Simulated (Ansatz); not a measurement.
Diatomic Hg2+, multiplicity 2 (lowest of 2S+1 = 2, 4 at CCSD(T)/def2-TZVPP on PBE0 minima; our sources give no spin for the ground state, which may be another). No spin–orbit coupling.

Seven points along R, fitted to fifth degree in 1/R; most abundant isotopes. Runs in def2 and cc sets follow the lowest solution found near the PBE0 minimum.

Correlated levels freeze the inner cores; with def2 sets outer-core shells near the valence are correlated too.

Run with Ansatz (a program for electronic structure). Values without a source in brackets are computed. In def2 rows elements past Kr take small-core potentials, without spin–orbit coupling.

| level | r_e (Å) | ω_e (cm⁻¹) | ω_e x_e (cm⁻¹) |
|---|---|---|---|
| r2SCAN/def2-TZVPP | 2.765 | 102 | 0.42 |
| B97M-V/def2-TZVPP | 2.882 | 83 | 0.37 |
| PBE0/def2-TZVPP | 2.798 | 98 | 0.37 |
| BHLYP/def2-TZVPP | 2.832 | … | 0.33 |
| CAM-B3LYP/def2-TZVPP | 2.797 | 101 | 0.34 |
| wB97X-V/def2-TZVPP | 2.780 | 106 | 0.30 |
| CCSD/def2-TZVPP | 2.763 | 107 | 0.31 |
| CCSD(T)/def2-TZVPP | … | … | 0.32 |

What belongs in the gaps?


- CCSD(T)/def2-TZVPP, r_e (Å): 2.749
- CCSD(T)/def2-TZVPP, ω_e (cm⁻¹): 109
- BHLYP/def2-TZVPP, ω_e (cm⁻¹): 96
